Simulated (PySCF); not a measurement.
C6H10FO (doublet state).
Numbering: `[CH2:1]=[CH:2][C@@H:3]([F:4])[CH2:5][O:6][CH:7][CH3:8]` (hydrogens: H9, H10 on C1; H11 on C2; H12 on C3; H13, H14 on C5; H15 on C7; H16, H17, H18 on C8)

Structure used (GFN2-xTB), in Å, numbered top down from 1:
```xyz
18
C6H10FO angstrom
C     -2.801    0.231    1.062
C     -2.443    0.109   -0.204
C     -1.092   -0.354   -0.645
F     -1.196   -0.967   -1.878
C     -0.098    0.824   -0.763
O      1.230    0.400   -0.822
C      1.748   -0.108    0.340
C      3.116   -0.666    0.263
H     -2.135   -0.029    1.868
H     -3.774    0.595    1.342
H     -3.116    0.364   -1.010
H     -0.664   -1.101    0.038
H     -0.260    1.492    0.095
H     -0.291    1.364   -1.693
H      1.353    0.283    1.269
H      3.257   -1.421    1.035
H      3.888    0.101    0.408
H      3.269   -1.111   -0.716
```

The hyperfine couplings belong to this conformer and change with its torsions.

Computed with UKS B3LYP, pcH-1 on C F H O, non-relativistic, mean-field spin-orbit, GIAO (PySCF). One conformer (not necessarily the lowest) at the GFN2-xTB geometry, without solvent, vibrations or thermal averaging. A GFN2-xTB geometry isn't a minimum of the functional, and hyperfine couplings can be far from their values at a DFT geometry. Stability of the SCF solution: not tested.

**Question.** Predict the first-order ENDOR lines of F4, H16/H17/H18, H15, H13, H12, H14, H10 and H9 under fast tumbling at B = 347.1 mT (X band).

**Answer.** ν± = |νn ± a/2|, one line for each electron-spin manifold; νn = |g_N| × 7.62259 MHz/T × B.

```json
{"nuclei": "F4", "isotope": "19F", "g_N": "5.2577", "νn (MHz)": "13.91", "a_iso (MHz)": "7.36", "lower line (MHz)": "10.23", "upper line (MHz)": "17.59"}
{"nuclei": "H16/H17/H18", "isotope": "1H", "g_N": "5.5857", "νn (MHz)": "14.78", "a_iso (MHz)": "64.58", "lower line (MHz)": "17.51", "upper line (MHz)": "47.07"}
{"nuclei": "H15", "isotope": "1H", "g_N": "5.5857", "νn (MHz)": "14.78", "a_iso (MHz)": "-34.63", "lower line (MHz)": "2.54", "upper line (MHz)": "32.09"}
{"nuclei": "H13", "isotope": "1H", "g_N": "5.5857", "νn (MHz)": "14.78", "a_iso (MHz)": "9.46", "lower line (MHz)": "10.05", "upper line (MHz)": "19.51"}
{"nuclei": "H12", "isotope": "1H", "g_N": "5.5857", "νn (MHz)": "14.78", "a_iso (MHz)": "-3.33", "lower line (MHz)": "13.12", "upper line (MHz)": "16.44"}
{"nuclei": "H14", "isotope": "1H", "g_N": "5.5857", "νn (MHz)": "14.78", "a_iso (MHz)": "-0.94", "lower line (MHz)": "14.31", "upper line (MHz)": "15.25"}
{"nuclei": "H10", "isotope": "1H", "g_N": "5.5857", "νn (MHz)": "14.78", "a_iso (MHz)": "-0.86", "lower line (MHz)": "14.35", "upper line (MHz)": "15.21"}
{"nuclei": "H9", "isotope": "1H", "g_N": "5.5857", "νn (MHz)": "14.78", "a_iso (MHz)": "-0.82", "lower line (MHz)": "14.37", "upper line (MHz)": "15.19"}
```

**Question.** Which pairs are centred on the nuclear Larmor frequency, and which on half the coupling?

**Answer.** Centred on νn, since |a| < 2νn: F4, H13, H12, H14, H10 and H9. Centred on |a|/2 and split by 2νn: H16/H17/H18 and H15.

**Question.** At what field would the lower line of H15 fall to zero frequency?

**Answer.** Where νn = |a|/2, that is B = 17.31 MHz/(5.5857 × 7.62259 MHz/T) = 407 mT, as far as first order holds there.

Means are taken over nuclei equivalent by connectivity, which assumes that they swap fast. The three 1H nuclei of mean +64.6 MHz run from 19.5 to 131.2 MHz in the frozen geometry.

Hardware: an Intel Xeon at 2.70 GHz with one thread (shared host). Cost: 2.1 min wall (with the writing of density and orbital grids), 0.97 GiB resident at most.
